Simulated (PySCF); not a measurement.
**Shapes and spin states of IrS₂⁻**

Method: PBE0/[Ir def2-SVPD with ECP60, S def2-SVPD], scalar-relativistic core potentials, density fitting, no spin–orbit coupling, PySCF.

Relaxations began from a few typed shapes and spin states; open shells are unrestricted. The search is not exhaustive: other isomers or separated fragments can lie lower, and high-lying points may rest on an excited occupation.

Task: Order these stationary points by electronic energy, lowest first, in kJ/mol from the lowest minimum.
A. triplet C2v: Ir–S 2.131 Å (×2); S–Ir–S 133.6°
B. singlet C2v: Ir–S 2.099 Å (×2); S–Ir–S 159.7°
C. triplet Cs: Ir–S 2.132 Å, S–S 2.025 Å; Ir–S–S 114.1°
D. quintet C2v: Ir–S 2.187 Å (×2); S–Ir–S 134.6°
E. singlet D∞h: Ir–S 2.104 Å (×2); S–Ir–S 180.0°
F. quintet D∞h: Ir–S 2.229 Å (×2); S–Ir–S 180.0°
G. triplet C2v: Ir–S 2.123 Å (×2); S–Ir–S 128.8°
H. triplet D∞h: Ir–S 2.161 Å (×2); S–Ir–S 180.0°

Result: B (0.0), E (1.2), A (27.0), G (30.5), H (42.3), D (72.5), F (108.8), C (196.3).

Task: Which of them are minima?

Result: By energy in kJ/mol, 0.0: minimum; 1.2: saddle point, 2 imaginary modes; 27.0: minimum; 30.5: minimum; 42.3: saddle point, 1 imaginary mode; 72.5: minimum; 108.8: saddle point, 2 imaginary modes; 196.3: minimum.

Formally Ir is in oxidation state +3, d6, with 0 unpaired electrons (the high-spin count would be 4). The polar-tensor charge on Ir, 0.41, is far below the formal one.

For the lowest minimum: the lowest empty level of this anion is unbound, so it and the gap depend on the basis. With an element this heavy the missing spin–orbit coupling can shift these numbers.

The electron or spin density has lower symmetry than the nuclear frame for the triplet D∞h at 42.3 kJ/mol.
